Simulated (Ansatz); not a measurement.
Input file for Ansatz (a first-principles code): R-B3LYP/def2-TZVPP on BH5P2 (SMILES PBP), a point of a torsion scan.

Ansatz 0.2 input:
```yaml
crystal:
  periodic: [false, false, false]
  atoms:
    - {symbol: P, position_ang: [1.96075978, -0.06887681, -0.09007969]}
    - {symbol: B, position_ang: [0.21778930, -0.85650610, 0.09493374]}
    - {symbol: P, position_ang: [-0.19299965, -2.32354873, -0.94126537]}
    - {symbol: H, position_ang: [1.46175044, 1.16435141, -0.48468850]}
    - {symbol: H, position_ang: [2.07383386, 0.37305272, 1.22072212]}
    - {symbol: H, position_ang: [-0.47975448, -0.56896778, 0.99068532]}
    - {symbol: H, position_ang: [0.33114282, -2.01458676, -2.17897312]}
    - {symbol: H, position_ang: [-1.52266397, -2.15599434, -1.26152738]}
basis:
  gaussian:
    orbitals: def2-TZVPP
hamiltonian:
  xc: {name: B3LYP}
scf: {lower_state_search: off}
```

The log:

```
WARN ansatz: RAYON_NUM_THREADS=1 ignored (pool sized by the plan → 1); use --threads N
Functional definition: B3LYP
these checks for a lower state are left out or cut short: stability, starts, cluster_reference, orbital_swaps, neighbouring_geometries, increment
integrals: 0.09 GiB planned
1058 factors; their error is unknown
mean field: 0.81 GiB planned
mean field evaluation 1: about -19334.1074 eV, gradient 2.8e1 eV
mean field evaluation 2: about -19332.9550 eV, gradient 3.4e1 eV
mean field evaluation 4: about -19336.6856 eV, gradient 1.5e0 eV
mean field evaluation 8: about -19336.6902 eV, gradient 1.1e-1 eV
mean field evaluation 16: about -19336.6832 eV, gradient 9.4e-5 eV
mean field -19336.68321677 eV, -710.6100013415 hartree, gradient 1.4e-6 eV, S^2 0.000000; 0 other end points of the search recorded, 0 dependent functions left out
reference -19336.68348182 eV, -710.6100110820 hartree; 20, 20 occupied and 165, 165 virtual orbitals, 1058 factors
Total energy: -19336.68348182 eV, -710.6100110820 hartree
Checks for a lower state left out: stability, starts, cluster_reference, orbital_swaps, neighbouring_geometries, increment
```

The run converged.

Cost: roughly 2.4 core-seconds.
